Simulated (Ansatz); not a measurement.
Process, species as SMILES: N#P (N-P) → N atom + P atom
B3LYP-D3(BJ)/def2-TZVP geometries, fixed; electronic energies without zero-point terms.
Largest species:
```
N
P 1 1.4828
```

Effect of the final integration grid (spheres per factor e of radius in core and valence, angular degree) at PBE/aug-cc-pV(Q+d)Z with Ansatz (a program for electronic structure), against the last row, where the atomisation energy is 156.49 kcal/mol. Open shells are unrestricted. The default's grid is 13, 11, 36.

```
setting                     largest shift of a total energy (mEh)  shift of the atomisation energy (kcal/mol)
--------------------------  -------------------------------------  ------------------------------------------
accuracy: medium (default)                                  0.000                                       0.000
final_grid: 4, 3, 11                                       -0.603                                       0.378
final_grid: 6, 5, 17                                        0.041                                      -0.025
final_grid: 8, 7, 23                                       -0.001                                       0.000
final_grid: 10, 9, 29                                      -0.002                                       0.001
final_grid: 18, 15, 47                                      0.000                                       0.000
final_grid: 26, 22, 59                                      0.000                                       0.000
```

Within 0.1 kcal/mol in the atomisation energy: accuracy: medium (default); final_grid: 6, 5, 17; final_grid: 8, 7, 23; final_grid: 10, 9, 29; final_grid: 18, 15, 47. The largest shift is 0.603 mEh in a total energy and 0.378 kcal/mol in the difference.
